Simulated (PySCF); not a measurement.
SMILES C[SiH](C)CC[SiH](Cl)Cl, GFN2-xTB optimised geometry.

```
20

Si    -0.42    -0.96     0.00
Cl    -1.04    -1.86    -1.71
Cl    -1.04     0.96     0.00
C     -1.15    -1.86     1.50
C     -0.76    -1.22     2.84
Si    -1.55    -2.10     4.34
C     -0.97    -3.91     4.39
C     -1.02    -1.21     5.93
H      1.04    -0.96     0.00
H     -0.83    -2.90     1.50
H     -2.24    -1.89     1.43
H     -1.07    -0.17     2.83
H      0.32    -1.22     2.93
H     -3.02    -2.06     4.20
H     -1.35    -4.42     5.28
H     -1.32    -4.47     3.53
H      0.11    -3.99     4.42
H     -1.47    -1.67     6.81
H      0.06    -1.24     6.07
H     -1.32    -0.17     5.92
```

Density from B3LYP/def2-SVP (PySCF) at that geometry.

Minimum of the electron density along straight lines between bonded atoms, close to the bond critical point (lines longer than 1.1 times the sum of covalent radii, or with two minima, are not listed):

| bond | length / Å | ρ at the minimum / e bohr⁻³ | ∇²ρ there / e bohr⁻⁵ | position (fraction from the first atom) |
|---|---|---|---|---|
| Si1–Cl2 | 2.025 | 0.097 | 0.31 | 0.37 |
| Si1–Cl3 | 2.020 | 0.098 | 0.32 | 0.37 |
| Si1–C4 | 1.902 | 0.117 | 0.28 | 0.38 |
| C4–C5 | 1.532 | 0.235 | -0.51 | 0.51 |
| C5–Si6 | 1.912 | 0.110 | 0.30 | 0.62 |
| Si6–C7 | 1.903 | 0.110 | 0.31 | 0.38 |
| Si6–C8 | 1.901 | 0.111 | 0.31 | 0.38 |
| Si1–H9 | 1.458 | 0.122 | 0.33 | 0.49 |
| C4–H10 | 1.091 | 0.273 | -0.97 | 0.62 |
| C4–H11 | 1.093 | 0.272 | -0.97 | 0.62 |
| C5–H12 | 1.091 | 0.274 | -0.97 | 0.62 |
| C5–H13 | 1.091 | 0.272 | -0.96 | 0.62 |
| Si6–H14 | 1.475 | 0.115 | 0.33 | 0.49 |
| C7–H15 | 1.086 | 0.272 | -0.97 | 0.62 |
| C7–H16 | 1.086 | 0.272 | -0.97 | 0.62 |
| C7–H17 | 1.087 | 0.272 | -0.97 | 0.62 |
| C8–H18 | 1.085 | 0.273 | -0.98 | 0.62 |
| C8–H19 | 1.086 | 0.272 | -0.97 | 0.62 |
| C8–H20 | 1.085 | 0.273 | -0.98 | 0.62 |
